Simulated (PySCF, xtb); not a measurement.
1-bromocyclobutene (C4H5Br), SMILES BrC1=CCC1.

Harmonic wavenumbers (cm⁻¹) from GFN2-xTB run with xtb 6.7.1 at its own minimum, in rising order: 199, 254, 363, 377, 734, 840, 870, 969, 986, 996, 1044, 1117, 1145, 1176, 1192, 1240, 1443, 1457, 1648, 2992, 3009, 3011, 3013, 3150.

Question: What does PySCF with PBE0-D3(BJ)/def2-SVP give at its own minimum? (An estimate is asked for; the answer gives what the named calculation found.)

Answer: 202, 270, 394, 399, 767, 874, 882, 928, 947, 1032, 1085, 1150, 1156, 1189, 1217, 1293, 1435, 1462, 1683, 3068, 3084, 3130, 3149, 3251. Paired by order, the mean absolute difference is 42 cm⁻¹ and the zero-point energies are 47.5 and 48.7 kcal/mol.
